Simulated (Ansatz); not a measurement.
Mulliken charges of C2H6SZn (`[CH3][Zn][CH2]S`) from r2SCAN/def2-TZVPP in Ansatz (PBE0-D4/def2-TZVP geometry).

```
atom   x (Å)   y (Å)   z (Å)  charge (e)
  C1  -1.231   1.700  -0.483      -0.375
 Zn2  -0.320   0.134   0.206       0.314
  C3   0.679  -1.418   0.838      -0.208
  S4   2.262  -1.513  -0.057      -0.196
  H5  -1.830   1.450  -1.362       0.071
  H6  -1.899   2.124   0.271       0.071
  H7  -0.513   2.471  -0.771       0.077
  H8   0.161  -2.376   0.793       0.079
  H9   0.967  -1.255   1.880       0.087
 H10   1.806  -1.369  -1.312       0.080
```

Q: By hand: the dipole of these point charges (1 e Å = 4.8032 D).

A: Σ q r = (-0.286, 0.034, 0.067) e Å, of length 0.296 e Å = 1.42 D.

Q: How does the dipole of the full density compare? (An estimate is asked.)

A: Computed: (-0.358, 0.079, 0.022) e Å, 1.76 D; the point charges give 0.81 times that, at 11° from its direction.

Point charges leave out the atoms' own dipoles, such as those of lone pairs, and Mulliken's split depends on the basis, so the two needn't agree.
